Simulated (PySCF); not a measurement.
**Field gradients at the hydrogen positions**

Species: C₆H₆F₄.
Geometry (GFN2-xTB, Å), atoms numbered from 1 in this order:
```
atom  x, y, z in Å
C1     2.972    0.384    0.963
C2     1.788    0.293    0.141
C3     0.809    0.224   -0.545
C4    -0.391    0.135   -1.357
C5    -1.555   -0.450   -0.556
F6    -2.614   -0.703   -1.392
C7    -2.050    0.511    0.535
F8    -2.282    1.743    0.073
F9    -1.153    0.625    1.524
F10   -3.185    0.081    1.096
H11    2.692    0.675    1.974
H12    3.480   -0.579    0.996
H13    3.651    1.130    0.552
H14   -0.670    1.125   -1.730
H15   -0.213   -0.520   -2.214
H16   -1.288   -1.399   -0.072
```

Level: PBE0/pcSseg-1 (PySCF, non-relativistic); Q(2H) = 0.00286 b; rigid geometry, the same for H and D, with no vibrational averaging.

Task: Rank these positions by the coupling χzz of a deuteron there, largest first.
A. H16 (methine hydrogen)
B. H11 (methyl hydrogen)
C. H14 (methylene hydrogen)

Result: B (208 kHz), C (197 kHz), A (184 kHz).

Task: Give the electric field gradient Vzz (the principal value of largest size), its asymmetry and the 2H coupling at each hydrogen.

Result: 
| atom | bonded to | bond length (Å) | Vzz (au) | η | χzz (kHz) |
| --- | --- | --- | --- | --- | --- |
| H11 | C1 | 1.089 | 0.3093 | 0.02 | 208 |
| H12 | C1 | 1.089 | 0.3093 | 0.02 | 208 |
| H13 | C1 | 1.089 | 0.3095 | 0.02 | 208 |
| H14 | C4 | 1.094 | 0.2929 | 0.03 | 197 |
| H15 | C4 | 1.094 | 0.2967 | 0.03 | 199 |
| H16 | C5 | 1.098 | 0.2740 | 0.05 | 184 |

Task: Give the 2H NMR doublet splittings at H13 for a magnetic field along the z, y and x axes of the gradient: 3χ/2, 3χ(1 + η)/4, 3χ(1 − η)/4.

Result: With |χ| = 208.0 kHz and η = 0.024: 312, 160 and 152 kHz, to first order and without motion.

Geometry: GFN2-xTB, one conformer, isolated molecule. GFN2-xTB bond lengths can be off by several hundredths of an ångström, more for odd bonds, and the gradients follow them. With a basis this small, the couplings can be 20 % off.
